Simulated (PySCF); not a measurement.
Species: C7H8O2S.
Geometry (PBE0-D3(BJ)/def2-SVP, Å), atoms numbered from 1 in this order:
```xyz
18
C7H8O2S angstrom
C      3.1157    0.4900    3.5594
C      2.3693    0.3728    2.3241
C      1.7414    0.2700    1.2847
C      1.0415    0.1497    0.1143
C      0.4319    0.0408   -0.9360
C     -0.3365   -0.0921   -2.1461
S     -1.9524   -0.9090   -1.9004
C     -2.7751    0.1160   -0.6970
O     -1.7094   -2.2123   -1.2956
O     -2.6582   -0.7847   -3.1719
H      3.5228   -0.4859    3.8674
H      3.9602    1.1878    3.4447
H      2.4754    0.8628    4.3745
H      0.1457   -0.7540   -2.8851
H     -0.5501    0.8713   -2.6359
H     -3.7462   -0.3703   -0.5339
H     -2.9140    1.1224   -1.1111
H     -2.1872    0.1282    0.2290
```

Computed, not measured: PySCF 2.14.0, PBE0-D3(BJ)/def2-SVP geometry optimisation, gas phase.

Masses are those of the commonest isotopes; rigid-rotor values at the optimised geometry. The values belong to one conformer with, in the numbering `[CH3:1][C:2]#[C:3][C:4]#[C:5][CH2:6][S:7]([CH3:8])(=[O:9])=[O:10]`, C5–C6–S7–C8 58°.

Problem. Give the principal moments of inertia and the rotational constants in GHz.

Solution. Ia = 145.70, Ib = 1292.21, Ic = 1319.56 u·Å²; 505379 MHz·u·Å²/I gives 3469, 391.1 and 383.0 MHz, that is A = 3.4685, B = 0.3911, C = 0.3830 GHz.

Problem. Classify the top.

Solution. A near-prolate asymmetric top. Ray's parameter κ = (2B − A − C)/(A − C) = -0.995; −1 is the prolate and +1 the oblate limit.

Problem. Is it planar, by Δ = Ic − Ia − Ib?

Solution. Not planar: Δ = Ic − Ia − Ib = -118.35 u·Å². For a rigid frame Δ = −2 Σ m c², so Σ m c² = 59.17 u·Å² lies off the ab plane: 10.06 from hydrogen and 49.11 from heavier atoms. The atom farthest from that plane is 2.15 Å away.

Problem. Give the other two planar moments, Paa and Pbb, and the rms extents of the mass along the axes.

Solution. Paa = Σ m a² = (Ib + Ic − Ia)/2 = 1233.03 and Pbb = Σ m b² = (Ia + Ic − Ib)/2 = 86.53 u·Å². With the mass M = 156.02 u, the rms extents √(P/M) along a, b and c are 2.81, 0.74, 0.62 Å.

Problem. Which types of transition are allowed, and where do some lines up to J = 5 fall?

Solution. The dipole components are |μa| = 4.31 D, |μb| = 0.40 D, |μc| = 2.99 D. Intensities carry the squares of the components, which stand as 1.00 : 0.01 : 0.48 (a : b : c). Some lines, for components of 0.1 D or more:

```json
{"type": "a", "branch": "R", "J(Ka,Kc)": "2(1,1) ← 1(1,0)", "MHz": "1556", "lower level (cm⁻¹)": "0.129"}
{"type": "a", "branch": "R", "J(Ka,Kc)": "3(2,2) ← 2(2,1)", "MHz": "2322", "lower level (cm⁻¹)": "0.489"}
{"type": "c", "branch": "Q", "J(Ka,Kc)": "2(1,2) ← 2(0,2)", "MHz": "3069", "lower level (cm⁻¹)": "0.077"}
{"type": "c", "branch": "Q", "J(Ka,Kc)": "1(1,1) ← 1(0,1)", "MHz": "3077", "lower level (cm⁻¹)": "0.026"}
{"type": "a", "branch": "R", "J(Ka,Kc)": "4(1,4) ← 3(1,3)", "MHz": "3080", "lower level (cm⁻¹)": "0.257"}
{"type": "a", "branch": "R", "J(Ka,Kc)": "4(3,2) ← 3(3,1)", "MHz": "3096", "lower level (cm⁻¹)": "1.080"}
{"type": "b", "branch": "Q", "J(Ka,Kc)": "3(1,2) ← 3(0,3)", "MHz": "3106", "lower level (cm⁻¹)": "0.155"}
{"type": "a", "branch": "R", "J(Ka,Kc)": "5(1,5) ← 4(1,4)", "MHz": "3850", "lower level (cm⁻¹)": "0.360"}
{"type": "a", "branch": "R", "J(Ka,Kc)": "5(2,4) ← 4(2,3)", "MHz": "3870", "lower level (cm⁻¹)": "0.669"}
{"type": "a", "branch": "R", "J(Ka,Kc)": "5(4,1) ← 4(4,0)", "MHz": "3870", "lower level (cm⁻¹)": "1.903"}
{"type": "a", "branch": "R", "J(Ka,Kc)": "5(3,2) ← 4(3,1)", "MHz": "3870", "lower level (cm⁻¹)": "1.183"}
{"type": "c", "branch": "R", "J(Ka,Kc)": "2(1,1) ← 1(0,1)", "MHz": "4642", "lower level (cm⁻¹)": "0.026"}
{"type": "b", "branch": "R", "J(Ka,Kc)": "3(1,3) ← 2(0,2)", "MHz": "5379", "lower level (cm⁻¹)": "0.077"}
{"type": "c", "branch": "R", "J(Ka,Kc)": "4(1,3) ← 3(0,3)", "MHz": "6218", "lower level (cm⁻¹)": "0.155"}
{"type": "b", "branch": "R", "J(Ka,Kc)": "2(2,0) ← 1(1,1)", "MHz": "10797", "lower level (cm⁻¹)": "0.128"}
{"type": "c", "branch": "R", "J(Ka,Kc)": "3(2,2) ← 2(1,2)", "MHz": "11579", "lower level (cm⁻¹)": "0.180"}
{"type": "c", "branch": "R", "J(Ka,Kc)": "4(2,2) ← 3(1,2)", "MHz": "12317", "lower level (cm⁻¹)": "0.259"}
{"type": "b", "branch": "R", "J(Ka,Kc)": "4(2,2) ← 3(1,3)", "MHz": "12365", "lower level (cm⁻¹)": "0.257"}
{"type": "c", "branch": "R", "J(Ka,Kc)": "5(2,3) ← 4(1,3)", "MHz": "13075", "lower level (cm⁻¹)": "0.362"}
{"type": "c", "branch": "R", "J(Ka,Kc)": "5(2,4) ← 4(1,4)", "MHz": "13155", "lower level (cm⁻¹)": "0.360"}
{"type": "b", "branch": "R", "J(Ka,Kc)": "5(2,3) ← 4(1,4)", "MHz": "13156", "lower level (cm⁻¹)": "0.360"}
{"type": "b", "branch": "Q", "J(Ka,Kc)": "5(3,2) ← 5(2,3)", "MHz": "15407", "lower level (cm⁻¹)": "0.798"}
{"type": "c", "branch": "R", "J(Ka,Kc)": "3(3,1) ← 2(2,1)", "MHz": "17730", "lower level (cm⁻¹)": "0.489"}
{"type": "b", "branch": "R", "J(Ka,Kc)": "4(3,2) ← 3(2,1)", "MHz": "18504", "lower level (cm⁻¹)": "0.566"}
{"type": "c", "branch": "R", "J(Ka,Kc)": "4(3,2) ← 3(2,2)", "MHz": "18504", "lower level (cm⁻¹)": "0.566"}
{"type": "b", "branch": "R", "J(Ka,Kc)": "4(3,1) ← 3(2,2)", "MHz": "18504", "lower level (cm⁻¹)": "0.566"}
{"type": "b", "branch": "R", "J(Ka,Kc)": "4(4,0) ← 3(3,1)", "MHz": "24667", "lower level (cm⁻¹)": "1.080"}
{"type": "b", "branch": "Q", "J(Ka,Kc)": "5(5,1) ← 5(4,2)", "MHz": "27733", "lower level (cm⁻¹)": "2.032"}
```

Problem. Estimate the classical rotational partition function at 100 K, 298.15 K and 500 K.

Solution. Point group C1, symmetry number σ = 1; q = (√π/σ)·√((kT/h)³/(ABC)), k/h = 20836.6 MHz/K: 234000 at 100 K, 1200000 at 298.15 K, 2610000 at 500 K.

Whether it is a minimum is left open (no frequencies). Zero-point vibration and centrifugal distortion are left out. A rigid rotor knows nothing of internal rotation, which can split or shift real lines.

The run took 3.1 min wall on Arm Neoverse V1, one thread, shared host, and the process peaked at 0.78 GiB of memory. These figures are those of the optimisation.
